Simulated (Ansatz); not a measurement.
`C[NH][GeH3]` + `[SiH3]`• → `C[N][GeH3]`• + SiH₄  (hydrogen abstraction from the N–H bond)

Calculated with Ansatz (gas phase, PBE0-D4/def2-TZVP geometries, no zero-point term in ΔE). CBS: MP2 limit from def2 TZ/QZ plus the TZ coupled-cluster correction, frozen cores. This one scheme is used for every species. Functionals use def2-TZVPP. B3LYP here is the variant with VWN-RPA as its local correlation; programs differ in this. No spin–orbit coupling; open shells (•) take unrestricted orbitals. For Ge outer-core shells are correlated without core-valence functions, which leaves a few kJ/mol of doubt a bond. Scalar relativity is left out up to krypton.

`C[NH][GeH3]`:

Z-matrix (Å, degrees):
```
C
N 1 1.450
H 1 1.100 2 114.8
H 1 1.094 2 110.2 3 121.9
H 1 1.094 2 109.5 3 -120.8
Ge 2 1.838 1 118.0 3 67.0
H 2 1.010 1 111.6 3 -66.0
H 6 1.549 2 113.3 1 -56.3
H 6 1.536 2 107.2 1 -177.3
H 6 1.537 2 107.0 1 63.0
```

`[SiH3]`•:

```xyz
4

Si    0.239   -0.063    0.230
H     0.879    0.668   -0.894
H    -0.809    0.764    0.883
H    -0.309   -1.369   -0.219
```

`C[N][GeH3]`•:

Cartesian coordinates in Å:
```
C -1.238 -0.685 0.035
N -0.438 0.119 -0.827
Ge 1.176 0.731 -0.127
H -2.258 -0.782 -0.352
H -1.279 -0.341 1.080
H -0.814 -1.704 0.073
H 1.112 0.867 1.411
H 1.476 2.086 -0.779
H 2.262 -0.291 -0.512
```

SiH₄:

```xyz
5

Si    0.000    0.000    0.000
H    -0.733    1.050    0.751
H    -0.583   -0.136   -1.358
H    -0.114   -1.294    0.719
H     1.431    0.380   -0.112
```

```json
{"level": "PBE-D4", "ΔE (kJ/mol)": "48.7"}
{"level": "BLYP", "ΔE (kJ/mol)": "33.0"}
{"level": "B3LYP", "ΔE (kJ/mol)": "36.5"}
{"level": "CCSD/def2-TZVPP", "ΔE (kJ/mol)": "46.4"}
```

(1) What does CCSD(T)/CBS give? (Best estimate.)

Largest T1 diagnostic among the species: 0.015.

Results:

(1) The calculation gave: +51.7 kJ/mol. The listed levels differ from it by -3.0, -18.7, -15.2, -5.3 kJ/mol.

In def2-TZVPP, CCSD(T) changes the Hartree–Fock value by +35.5 kJ/mol (the triples alone add +2.9 kJ/mol) and MP2 by +59.9 kJ/mol. Leaving LDA and LC-ωPBE aside and taking each functional with its dispersion term where it has one, the values, not all of them listed here, spread over 22.9 kJ/mol, from BHLYP-D4 to PBE-QIDH. LDA lies +18.3 kJ/mol from PBE without D4.
